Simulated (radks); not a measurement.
Excited configurations of Li III: one electron is placed in a higher orbital outside the bare nucleus. The ground configuration is 1s1. Method: scalar-relativistic Kohn-Sham, PBEsol, spin-unpolarised, spherical densities, point nucleus; without spin polarisation the odd electron is poorly described; computed with a radial shooting solver on a logarithmic mesh with Libxc functionals. Excitation = E - E(ground); binding = E(ion) - E, where the ion is the core of charge +3; n* = 3/sqrt(2 binding) in atomic units, and the quantum defect is n - n*.

outer orbital  excitation (eV)  binding (eV)  quantum defect  eigenvalue (eV)
2s                      87.093        30.184          -0.014          -25.672
4d                      109.55         7.724           0.018           -6.514
4f                      109.69         7.588          -0.017           -6.141
5f                      112.29         4.992           0.047           -4.203
6s                      113.74         3.538           0.117           -3.100
6d                      113.75         3.533           0.112           -3.064

The Delta-SCF ionisation energy is 117.28 eV (NIST Atomic Spectra Database: 122.45 eV, theoretical). Self-interaction in the functional shifts the binding energies and quantum defects, so they are the method's values and not measured ones. Spin polarisation and multiplet splitting are left out, so open shells lie too high by an amount that depends on their filling.
